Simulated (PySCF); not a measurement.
# NMR data sheet: C₂H₈FNSi₂

| Property | Result |
| --- | --- |
| Formula | C2H8FNSi2 |
| SMILES | C=C[SiH2][Si@H](N)F |
| InChI | InChI=1S/C2H8FNSi2/c1-2-5-6(3)4/h2,6H,1,4-5H2/t6-/m0/s1 |
| Point group of the computed structure | C1 |
| Degrees of unsaturation | 1 |
| Carbon signals | 2 |
| Proton signals | 7 |

Mapped SMILES: `[CH2:1]=[CH:2][SiH2:3][Si@H:4]([NH2:5])[F:6]`. Hydrogens are named by the atom that carries them. Ha(C1) is cis to Si3; Ha(Si3) is pro-R; Hb(Si3) is pro-S; Hb(C1) is trans to Si3.

- geometry from GFN2-xTB
- PBE0/pcSseg-1 with gauge-including orbitals
- run in PySCF
- a single conformation, in vacuum, non-relativistic Hamiltonian, equivalent nuclei averaged

Scale: ¹H (31.72 ppm) and ¹³C (186.93 ppm) and ²⁹Si (349.16 ppm) vs TMS; ¹⁹F (170.95 ppm) vs CFCl3; ¹⁵N (267.73 ppm) against NH3 (reference shieldings calculated alike).

| carbon | δC, type | δH (multiplicity) | HMBC from (2–3 bonds) | span of the C tensor (ppm) |
| --- | --- | --- | --- | --- |
| C1 | 144.8, CH2 | Hb(C1) 6.40 (m); Ha(C1) 6.29 (m) | H(C2), Hb(Si3), Ha(Si3) | 245 |
| C2 | 136.4, CH | 6.25 (m) | Hb(C1), Ha(C1), H(Si4), Hb(Si3), Ha(Si3) | 247 |

Other nuclei:
```tsv
atoms	nucleus	environment	δ (ppm)	σ (ppm)
H(Si4)	¹H	hydrogen on a silicon bonded to F, N, Si	5.98	25.74
Hb(Si3)	¹H	hydrogen on a silicon bonded to C, Si	4.28	27.44
Ha(Si3)	¹H	hydrogen on a silicon bonded to C, Si	4.15	27.57
H(N5)	¹H	hydrogen on a nitrogen bonded to Si	0.56	31.15
F6	¹⁹F	fluorine bonded to Si	-200.9	371.9
Si4	²⁹Si	silicon bonded to F, N, Si, H	7.8	341.4
Si3	²⁹Si	silicon bonded to C, Si, 2 H	-75.7	424.9
N5	¹⁵N	nitrogen bonded to Si, 2 H	23.2	244.6
```

Carbon types of the structure: 1 × CH, 1 × CH2, leaving 5 H on heteroatoms. δC 144.8: terminal =CH2 carbon; as expected for a trigonal carbon in a double bond. δC 136.4: alkene CH; an sp2 carbon of a C=C bond. δH 6.40, 6.29: hydrogen on a terminal =CH2 carbon; attached to an sp2 carbon and in the plane of the double bond. δH 6.25: hydrogen on an alkene CH; a vinylic proton, deshielded by the sp2 carbon and the C=C anisotropy. δH 0.56: hydrogen on a nitrogen bonded to Si; labile proton, position sensitive to the medium.

Exchangeable OH/NH protons stand at their gas-phase positions; hydrogen bonding in a real sample shifts them, mostly to higher δ. Splittings by ¹⁹F in the carbon and heteronuclear signals aren't shown, as no couplings were computed. Shifts are as computed. Against solution values, carbons near 30 ppm lie about +3 ppm off and those near 130 ppm about +5 ppm. Of 1211 compounds with measured shifts, 218 miss one by over three times the rms of a fit or turn the order of signals round; such compounds aren't used in these exercises. Unscaled 19F shifts against computed CFCl3 carry errors that often reach 10 to 50 ppm. Experimental scales use liquid or dissolved standards, which lie at an offset from isolated NH3 (liquid NH3: subtract about 20 ppm). Multiplicities follow the n + 1 count of equivalent neighbours, as no J values were calculated; m marks all less simple cases, F and P coupling included.
